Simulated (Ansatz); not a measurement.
```yaml
crystal:
  periodic: [false, false, false]
  atoms:
    - {symbol: O, position_ang: [-1.362306, -0.955001, 0.122940]}
    - {symbol: Mo, position_ang: [-0.375899, 0.104450, 0.021509]}
    - {symbol: O, position_ang: [1.238664, -0.174736, 1.249938]}
    - {symbol: O, position_ang: [0.336990, 0.546491, -1.717552]}
    - {symbol: S, position_ang: [-1.172130, 1.883218, 0.988547]}
    - {symbol: H, position_ang: [1.460656, -1.276290, 1.429519]}
    - {symbol: H, position_ang: [0.228801, -0.187088, -2.235508]}
basis:
  gaussian: {orbitals: def2-TZVPP}
hamiltonian: {xc: {name: SPW92}}
relax: {f_tol: 0.0001, max_steps: 1}
output: {forces: true}
```

```sh
$ ansatz run in.yaml --threads 4 --pin off --events-out ev --progress --plain --max-ram 10444MiB
```

It prints (some lines left out):

```
Functional definition: SPW92
1154 factors; their error is unknown
mean field evaluation 1: about -18768.2845 eV, gradient 1.1e2 eV
mean field evaluation 2: about -18548.9206 eV, gradient 3.2e2 eV
mean field evaluation 4: about -18779.6496 eV, gradient 5.6e1 eV
mean field evaluation 8: about -18786.7158 eV, gradient 3.3e0 eV
mean field evaluation 16: about -18786.7374 eV, gradient 4.5e-3 eV
mean field -18786.73737078 eV, -690.3998642681 hartree, gradient 2.5e-5 eV, S^2 0.000000; 0 other end points of the search recorded, 0 dependent functions left out
reference -18786.73743066 eV, -690.3998664688 hartree; 28, 28 occupied and 191, 191 virtual orbitals, 1154 factors
relax step   1: F+E_penalty+E_count = -18786.73737078 eV  Δ(F+E_penalty+E_count) = +0.000e0 eV  max|allowed force component| = 1.719e1 eV/Å  Δτ_max = 0.0000 Å  (36 SCF iters, accepted)
Error: geometry relaxation did not converge after 1 steps: max|allowed force component| = 1.72e1 eV/Å (threshold 1.0e-4). Raise `relax.max_steps` over both its present limit and 1, loosen `relax.f_tol`, or start from a geometry closer to equilibrium. Where this run's directory can be resumed (`checkpoint.write`), a resume goes on for up to `relax.max_steps` more
```

Question: What is wrong with this run?

Answer: The relaxation is allowed too few steps for its threshold. No converged result was reached.
